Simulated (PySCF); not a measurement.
This script is equivalent to a calculation on Tc (technetium, neutral).

```python
from pyscf import gto, scf, dft, mp, cc
import basis_set_exchange as bse
mol = gto.M(atom="Tc 0 0 0", charge=0, spin=5, symmetry="D2h",
            basis=gto.basis.parse(bse.get_basis("aug-cc-pwCVTZ-DK", elements=["Tc"], fmt="nwchem", header=False)),
            nucmod="G")
mf = dft.UKS(mol, xc="PBEsol").sfx2c1e()
mf.irrep_nelec = {'Ag': (9, 7), 'B1g': (2, 1), 'B2g': (2, 1), 'B3g': (2, 1), 'B1u': (3, 3), 'B2u': (3, 3), 'B3u': (3, 3)}
mf.kernel()
```

What total energy does it give?

-4282.46 hartree (calculated).

Which occupied shell lies highest, and where?

5s β, at -4.271 eV.

What is ⟨S²⟩, and what would a pure spin state give?

8.766, against 8.75.
